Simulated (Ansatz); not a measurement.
B4P5⁻. Charge -1, multiplicity 1. Geometry B3LYP-D4/def2-SVPD.

Cartesian coordinates in Å:
```
B 1.388 -0.886 -0.324
B -1.264 0.029 1.104
B 0.628 0.518 -1.042
B -0.844 0.968 -0.313
P 1.071 -2.117 1.079
P -0.559 -1.401 2.126
P 2.404 -0.163 -1.535
P -0.281 1.932 -1.760
P -2.543 1.120 0.664
```

The restricted singlet is unstable towards broken spin symmetry in Hartree–Fock (as tested in another run); at HF/def2-TZVPD, PBE-D4/def2-TZVPD, r2SCAN-D4/def2-TZVPD, B97M-V/def2-TZVPD and others this wasn't settled. Another isomer (singlet) lies 0.47 eV lower at PBE0-D4/def2-TZVPD; other spin states weren't run for this one.

(1) Estimate the orbital energies around the gap (eV) in Ansatz with HF/def2-TZVPD, PBE-D4/def2-TZVPD, r2SCAN-D4/def2-TZVPD, B97M-V/def2-TZVPD, PBE0-D4/def2-TZVPD.

Results:

(1) 
```
orbital  HF/def2-TZVPD  PBE-D4/def2-TZVPD  r2SCAN-D4/def2-TZVPD  B97M-V/def2-TZVPD  PBE0-D4/def2-TZVPD
HOMO−13         -12.86              -7.38                 -7.88              -8.00               -9.00
HOMO−12         -10.97              -6.04                 -6.49              -6.58               -7.50
HOMO−11         -10.21              -5.73                 -6.12              -6.23               -7.08
HOMO−10          -9.46              -4.90                 -5.28              -5.35               -6.27
 HOMO−9          -8.75              -4.71                 -5.02              -5.10               -5.94
 HOMO−8          -7.93              -4.19                 -4.49              -4.41               -5.31
 HOMO−7          -7.60              -3.77                 -4.08              -4.12               -5.03
 HOMO−6          -6.55              -3.12                 -3.38              -3.35               -4.10
 HOMO−5          -6.40              -3.06                 -3.30              -3.31               -4.07
 HOMO−4          -5.88              -2.87                 -3.10              -3.07               -3.82
 HOMO−3          -5.75              -2.62                 -2.86              -2.94               -3.72
 HOMO−2          -4.93              -2.01                 -2.20              -2.25               -2.94
 HOMO−1          -4.90              -1.89                 -2.07              -2.11               -2.86
   HOMO          -3.64              -1.42                 -1.58              -1.57               -2.17
   LUMO           2.90              -0.43                 -0.48              -0.45                0.14
 LUMO+1           4.04               0.86                  0.92               0.93                1.50
 LUMO+2           4.15               1.27                  1.40               1.44                2.02
 LUMO+3           4.58               2.35                  2.60               2.56                3.05
 LUMO+4           4.65               2.58                  2.90               2.69                3.18
 LUMO+5           4.83               2.62                  3.05               2.73                3.24
```
